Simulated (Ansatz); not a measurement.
C3H7BO2 can be A, `CB(C)OC=O`, or B, `CBOC(C)=O`.

Gas-phase electronic energies from Ansatz, PBE0-D4/def2-TZVP geometries. CCSD(T)/CBS adds triple-zeta CCSD(T) − MP2 to the extrapolated MP2 energy (def2 sets, frozen cores). Functionals use def2-TZVPP. B3LYP here is the variant with VWN-RPA as its local correlation; programs differ in this. One conformer a species, not always the lowest.

A:

```xyz
13

C    -1.5262   -0.2556   -1.0308
B    -0.2703   -0.0239   -0.1321
C     0.6470    1.2327   -0.2586
O    -0.0532   -1.0071    0.8370
C     1.0648   -1.1722    1.5626
O     2.1627   -0.8393    1.2416
H    -2.3156    0.4397   -0.7171
H    -1.9302   -1.2674   -0.9742
H    -1.3170   -0.0058   -2.0752
H     1.4975    0.9729   -0.9010
H     0.1264    2.0665   -0.7342
H     1.0838    1.5641    0.6853
H     0.8304   -1.7045    2.4965
```

B:

```xyz
13

C     1.274   -1.969   -0.765
B     0.864   -0.844    0.225
O    -0.209   -0.047   -0.101
C    -0.757    0.849    0.777
C    -1.407    1.983    0.053
O    -0.731    0.694    1.959
H     0.666   -2.010   -1.670
H     2.328   -1.868   -1.045
H     1.207   -2.936   -0.254
H     1.454   -0.618    1.240
H    -1.866    2.664    0.765
H    -2.158    1.592   -0.636
H    -0.663    2.509   -0.549
```

(1) Which is lower in electronic energy at CCSD(T)/CBS, and by how much? (An estimate is asked.)

(2) Give E(B) − E(A) in kJ/mol with B3LYP-D4, LDA (SPW92), CCSD(T)/def2-TZVPP, CCSD(T)/def2-SVP, HF/def2-TZVPP, BLYP-D4, CCSD/def2-TZVPP. (Best estimate.)

(3) Does the order hold for the free energy at 298.15 K (harmonic terms from PBE0-D4)? (Best estimate.)

Largest T1 diagnostic: 0.014.

Results:

(1) The calculation gave: A, by 17.2 kJ/mol.

(2) The calculation gave: B3LYP-D4 17.1, LDA (SPW92) 18.2, CCSD(T)/def2-TZVPP 17.1, CCSD(T)/def2-SVP 13.7, HF/def2-TZVPP 8.0, BLYP-D4 18.4, CCSD/def2-TZVPP 16.3. None reverses the order clearly.

(3) The calculation gave: Yes: G(B) − G(A) = +16.0 kJ/mol, for one conformer each.

At CCSD(T), def2-SVP lies −3.6 kJ/mol from the extrapolated value and def2-TZVPP −0.1 kJ/mol. Leaving LDA and LC-ωPBE aside and taking each functional with its dispersion term where it has one, the values, not all of them listed here, spread over 6.1 kJ/mol, from BHLYP-D4 to B97M-V.
